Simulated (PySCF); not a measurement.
Species: sum formula SnH2Cl2, charge 0, multiplicity 1. SMILES: [Cl][SnH2][Cl]
Geometry from a B3LYP-D3(BJ)/def2-TZVP (Ansatz) optimisation:
```xyz
5

Cl    -1.8434     0.9288    -0.0368
Sn    -0.0184    -0.5309     0.0341
Cl     1.9031     0.7968    -0.0742
H     -0.0661    -1.4890    -1.3687
H     -0.0304    -1.3027     1.5482
```
Charge 0, spin multiplicity 1.

Dispersion corrections to the total energy (kcal/mol) from the dftd3 and dftd4 libraries through PySCF: D3(BJ) without and D4 with the three-body term, each with the damping fitted for the functional named.

| functional | D3(BJ) | D4 |
|---|---|---|
| PBE0 | -2.64 | -2.53 |
| r2SCAN | -0.77 | -0.65 |
| BP86 | -5.57 | -4.19 |
| revPBE | -6.14 | … |
| HF | -23.29 | … |
| LC-wPBE | -3.16 | -3.37 |
| B2PLYP | -3.03 | … |

What belongs in the gaps?


- revPBE, D4: -6.72
- HF, D4: -8.82
- B2PLYP, D4: -2.03
